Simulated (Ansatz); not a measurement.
BrCl2FSn (`[F][Sn]([Cl])([Cl])[Br]`), relaxed with RKS PBE0-D4/def2-TZVP in the Gaussian-basis code of Ansatz from a PBE-D4/def2-SVP geometry. The force threshold is 0.005 eV/Å; the program also tests the step.

Total charge 0; spin multiplicity 1. Sn: def2 effective core potential.

Start:

```xyz
5

F     1.674   -0.827    0.676
Sn    0.042   -0.012    0.008
Cl    0.280    2.301    0.259
Cl   -0.125   -0.573   -2.257
Br   -1.871   -0.889    1.313
```

Problem. By how much does the energy fall, and how many steps does the optimiser take? (Estimate.)

Solution. Computed: 2.29 kcal/mol, in 4 steps.

Problem. Which bonds change most? (An estimate is asked.)

Solution. The calculation gave: Sn2–Cl4 from 2.339 to 2.283 Å; Sn2–Cl3 from 2.339 to 2.283 Å; Sn2–Br5 from 2.477 to 2.426 Å; F1–Sn2 from 1.943 to 1.894 Å.

Problem. Give the relaxed structure. (Estimate.)

Solution. The calculation gave: 
```xyz
5

F     1.623   -0.805    0.659
Sn    0.036   -0.007    0.002
Cl    0.280    2.249    0.254
Cl   -0.115   -0.561   -2.207
Br   -1.825   -0.876    1.292
```
